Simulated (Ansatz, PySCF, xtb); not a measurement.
Complex: CH4 (SMILES C) (first 5 atoms) with CH6Si (SMILES C[SiH3]); geometry from B3LYP-D3(BJ)/def2-TZVP, rigid monomers moved along the line of their centres of mass till C1···Si7 is 5.44 Å.
(charge 0, multiplicity 1):
```xyz
13

C     -0.0819     0.0014    -0.3131
H     -1.0374    -0.0953     0.2006
H      0.3018     1.0128    -0.1849
H      0.6276    -0.7111     0.1046
H     -0.2193    -0.2010    -1.3743
C     -0.1201     1.2715     4.9735
Si     0.2223    -0.5688     5.0926
H     -0.2427     1.5768     3.9336
H      0.7015     1.8483     5.4019
H     -1.0324     1.5316     5.5134
H     -0.8934    -1.3494     4.5052
H      0.3792    -0.9771     6.5105
H      1.4681    -0.9193     4.3687
```

Monomers are frozen at their geometry in the pair; levels with a basis set take the counterpoise correction. Rows marked so take none.

Cores are frozen in the correlated methods. Rows in 3-21G, 6-31G* carry no dispersion term and start afresh at each structure (6-31G* with six Cartesian d functions).

Codes used: Ansatz (a first-principles code); PySCF for 3-21G rows, 6-31G* rows, the dispersion terms; xtb for the GFN methods. Each number belongs to the level named beside it.

```tsv
level	interaction energy (kcal/mol)
GFN1-xTB	-0.24
GFN2-xTB	-0.28
PBE-D4/def2-TZVPPD	-0.29
B3LYP/3-21G (no counterpoise)	-0.04
B3LYP/6-31G*	___
B3LYP-D3(BJ)/def2-TZVPPD	-0.20
M06-2X/6-31G* (no counterpoise)	-0.18
MP2/aug-cc-pV(D+d)Z	-0.21
CCSD(T)/aug-cc-pV(D+d)Z	-0.21
```

Complete the blanks.


- B3LYP/6-31G*, interaction energy (kcal/mol): 0.03
